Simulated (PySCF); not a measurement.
# What a mistake does to a calculation on BGeH2N

These are calculations, not measurements. They come from PySCF 2.14.0, an open-source quantum chemistry program, on an isolated molecule that a program drew, which may never have been made. The molecule is BGeH2N (charge 0, singlet), drawn as the SMILES string `B=[N][GeH]`.

Each row is a Hartree-Fock (HF) and frozen-core CCSD(T) single point in the cc-pVDZ basis, meant for a local HF minimum. Run 1 is clean. Each other run has one planted mistake out of seven kinds, and not every kind appears here: one electron removed, one electron added, multiplicity raised by two, geometry at a saddle point, minimal basis STO-3G, one bond length entered in bohr, all coordinates scaled. The reference is restricted for singlets and unrestricted otherwise, and also for a bond in bohr. Adding or removing an electron swaps singlet and doublet. Electrons count all cores. HOMO and LUMO are orbital energies over both spins, the gradient is its largest component, and the lowest frequency (negative if imaginary) is given only where the gradient is small. Bond lengths are over the 4 bonds as drawn. T1 is the CCSD diagnostic: over 0.02 (restricted) or 0.045 (unrestricted) a single reference is doubtful. Germanium has the cc-pVDZ-PP basis, with a core potential (ECP10MDF) in place of its 10 inner electrons, and its 3s, 3p and 3d shells are frozen in CCSD(T).

Geometry of the clean run:
```xyz
5
BGeH2N, angstrom
B    -3.9327    0.7921    0.0919
N    -2.9130    0.2526   -0.3803
Ge   -1.3175   -0.3032   -1.0933
H    -4.8963    1.2910    0.5368
H    -1.6639   -1.8577   -1.0893
```

| run | electrons | basis functions | <S^2> | HOMO (eV) | LUMO (eV) | gradient (hartree/bohr) | lowest frequency (cm^-1) | mean bond (Å) | longest bond (Å) | T1 | HF (hartree) | CCSD(T) (hartree) | mistake |
|---|---|---|---|---|---|---|---|---|---|---|---|---|---|
| 1 | 46 | 61 | 0.000 | -8.72 | 0.74 | 3.5e-05 | 149 | 1.4614 | 1.834 | 0.0177 | -373.67466 | -374.03042 | no fault |
| 2 | 45 | 61 | 0.783 | -16.87 | -7.05 | 8.2e-02 | - | 1.4614 | 1.834 | 0.0259 | -373.38562 | -373.71311 | one electron removed |
| 3 | 46 | 61 | 0.000 | -8.66 | 0.80 | 2.7e-02 | - | 1.4322 | 1.797 | 0.0169 | -373.67236 | -374.02452 | all coordinates scaled |
| 4 | 47 | 61 | 0.797 | -0.58 | 7.73 | 4.5e-02 | - | 1.4614 | 1.834 | 0.0231 | -373.67112 | -374.04167 | ? |
| 5 | 46 | 61 | 2.021 | -7.25 | -0.30 | 2.8e-02 | - | 1.4614 | 1.834 | 0.0220 | -373.62409 | -373.96394 | ? |

**Which mistake was planted in run 4, and what did it cost?**

It counts 47 electrons, one more than the clean run, at the same geometry and basis. So the mistake is: one electron added. Subtracting run 1 and multiplying by 627.51 kcal/mol a hartree, the energy moved by 2.2 kcal/mol in HF and -7.1 kcal/mol in CCSD(T).

**Which mistake was planted in run 5, and what did it cost?**

Electrons, basis and geometry are unchanged, and <S^2> is 2.021, beside S(S+1) = 2.00 for a multiplicity of 3. So the mistake is: multiplicity raised by two. Subtracting run 1 and multiplying by 627.51 kcal/mol a hartree, the energy moved by 31.7 kcal/mol in HF and 41.7 kcal/mol in CCSD(T).

